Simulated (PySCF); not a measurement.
# Gallium: a sound run and one with changed settings

Sound run: Ga²⁺ [Ar] 3d10 4s1, Ga³⁺ [Ar] 3d10. All numbers are calculated (PySCF 2.14, scalar relativity by spin-free X2C-1e, in Sapporo-DKH3-DZP-2012 (6s5p3d1f, 43 functions)). The sound run starts from symmetry-adapted Hartree-Fock orbitals and uses a fine grid where one is needed.

Changed run: initial guess 1e, at most 50 SCF cycles.

| species | method | sound run (hartree) | changed run (hartree) | converged |
| --- | --- | --- | --- | --- |
| Ga²⁺ | UHF | -1941.23783 | -1941.23783 | yes |
| Ga²⁺ | r2SCAN | -1942.78368 | -1942.78368 | yes |
| Ga²⁺ | M06-2X | -1942.88139 | -1942.88139 | yes |
| Ga³⁺ | UHF | -1940.14709 | -1940.14709 | yes |
| Ga³⁺ | r2SCAN | -1941.63387 | -1941.63387 | yes |
| Ga³⁺ | M06-2X | -1941.74551 | -1941.74551 | yes |

Here the plain start reaches the same solutions.
